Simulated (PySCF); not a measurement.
A structure optimised at PBE-D3(BJ)/def2-SVP, used in a PySCF frequency run:

```xyz
11

C     -2.3268    -0.1035     0.3493
C     -1.1788     0.1367     1.3270
C      0.0841     0.6897     0.6938
F     -0.1768     1.8491     0.0199
Br     0.8995    -0.6130    -0.5740
H     -2.0532    -0.8709    -0.4017
H     -3.2320    -0.4496     0.8849
H     -2.5806     0.8284    -0.1926
H     -1.4798     0.8814     2.0980
H     -0.9085    -0.7907     1.8727
H      0.8916     0.8764     1.4302
```
Charge 0, spin multiplicity 1.

### Question
Write its SMILES and formula.

### Answer
CC[C@H](F)Br, C3H6BrF

### Question
What are its rotational constants (standard atomic weights)?

### Answer
4.7834, 1.9492, 1.6072 GHz
